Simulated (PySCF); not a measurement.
Sn(H)(F)(NH2)2 (FH₅N₂Sn), SMILES [NH2][SnH]([NH2])[F].

The structure is a stationary point at PBE-D3(BJ)/def2-SVP. The structure was generated by enumeration; whether it is a known compound was not checked. The def2 effective core potentials stand for the cores of Sn; spin–orbit coupling is left out. One conformer was computed; it need not be the lowest.

All values below come from PySCF with PBE-D3(BJ)/def2-SVP.

Frequencies are harmonic and unscaled.

Computed normal modes with their intensities:
| mode | ν (cm⁻¹) | IR (km/mol) | moving atoms (share of kinetic energy) |
|---|---|---|---|
| 1 | 95 | 41.9 | H 64 %, F 19 %, N 13 % |
| 2 | 123 | 32.4 | H 69 %, N 16 %, F 11 % |
| 3 | 146 | 1.3 | N 60 %, H 24 %, Sn 10 % |
| 4 | 174 | 2.2 | H 39 %, N 25 %, F 21 %, Sn 15 % |
| 5 | 182 | 28.4 | H 37 %, F 28 %, N 26 %, Sn 8 % |
| 6 | 490 | 10.4 | H 87 %, N 12 % |
| 7 | 527 | 91.2 | N 70 %, H 22 % |
| 8 | 534 | 131.3 | N 53 %, H 38 %, Sn 8 % |
| 9 | 573 | 20.3 | H 87 %, N 10 % |
| 10 | 581 | 79.7 | F 83 %, Sn 15 % |
| 11 | 640 | 23.6 | H 67 %, N 26 % |
| 12 | 654 | 115.5 | H 75 %, N 23 % |
| 13 | 827 | 30.0 | H 92 % |
| 14 | 864 | 21.4 | H 89 %, N 10 % |
| 15 | 1486 | 8.1 | H 92 %, N 8 % |
| 16 | 1496 | 13.8 | H 92 % |
| 17 | 1886 | 119.8 | H 99 % |
| 18 | 3407 | 9.7 | H 96 % |
| 19 | 3412 | 10.0 | H 96 % |
| 20 | 3507 | 11.1 | H 92 %, N 8 % |
| 21 | 3508 | 10.8 | H 92 %, N 8 % |
